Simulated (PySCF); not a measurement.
A GIAO shielding run with PySCF (density fitting, non-relativistic, gas phase) on `C=C(F)C[SiH2]CC[SiH3]`, C5H13FSi2:

```
$ OMP_NUM_THREADS=1 python probes_run.py task.json out

{"job": {"kind": "nmr", "xc": "PBE0", "basis": "pcSseg-1"}, "charge": 0, "multiplicity": 1}
C     -2.725940     0.709523    -1.535269
C     -2.210730    -0.506357    -1.541303
F     -1.802477    -1.035666    -2.725269
C     -1.962626    -1.411683    -0.398834
Si    -0.090482    -1.529401     0.012462
C      0.537595     0.162554     0.608632
C      2.024829     0.128058     0.965493
Si     2.665976     1.793468     1.624735
H     -2.835281     1.276956    -2.441517
H     -3.058007     1.158386    -0.619211
H     -2.527225    -1.067126     0.464196
H     -2.314289    -2.409602    -0.659030
H      0.049687    -2.533112     1.076948
H      0.640510    -1.961019    -1.181802
H      0.371953     0.918824    -0.161690
H     -0.031326     0.489748     1.481818
H      2.193998    -0.650810     1.711510
H      2.596572    -0.170075     0.084938
H      4.109310     1.707144     1.850908
H      2.375131     2.847916     0.651320
H      1.983901     2.099217     2.885197
```

Hardware: 1 thread of an Arm Neoverse V2, shared host. The job also computes population analyses, field gradients.

(1) How large is the calculation?

(2) How long does it take, and how much memory does it need?

## Answers

(1) 80 electrons, 215 basis functions and 1160 auxiliary functions.

(2) 39 s of wall time, with 14 SCF cycles and 4 response iterations; peak memory 0.88 GiB. Times on a shared host scatter by some tens of per cent.
